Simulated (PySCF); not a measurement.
CH₇BO₃Si, SMILES OB(O)CO[SiH3], GFN2-xTB optimised geometry.

```
13

O      1.27     0.07    -0.01
B      0.65    -1.13     0.00
O      1.28    -2.32     0.01
C     -0.95    -1.13     0.00
O     -1.55     0.14     0.00
Si    -0.95     1.63    -0.03
H      2.23     0.12    -0.01
H      2.24    -2.32     0.01
H     -1.32    -1.67    -0.88
H     -1.32    -1.67     0.88
H     -0.17     2.00     1.15
H     -2.24     2.32    -0.04
H     -0.19     1.95    -1.25
```

Density from CAM-B3LYP/def2-TZVP (PySCF 2.14.0) at that geometry.

Minimum of the electron density along straight lines between bonded atoms, close to the bond critical point (lines longer than 1.1 times the sum of covalent radii, or with two minima, are not listed):

```csv
bond,length / Å,ρ at the minimum / e bohr⁻³,∇²ρ there / e bohr⁻⁵,position (fraction from the first atom)
O1–B2,1.345,0.215,1.01,0.67
B2–O3,1.351,0.214,0.94,0.33
B2–C4,1.597,0.192,-0.45,0.33
C4–O5,1.397,0.262,-0.49,0.35
O5–Si6,1.613,0.145,0.96,0.59
O1–H7,0.958,0.358,-2.47,0.81
O3–H8,0.959,0.359,-2.45,0.81
C4–H9,1.099,0.278,-0.97,0.65
C4–H10,1.098,0.279,-0.97,0.65
Si6–H11,1.466,0.127,0.16,0.49
Si6–H12,1.460,0.128,0.17,0.49
Si6–H13,1.466,0.127,0.16,0.49
```
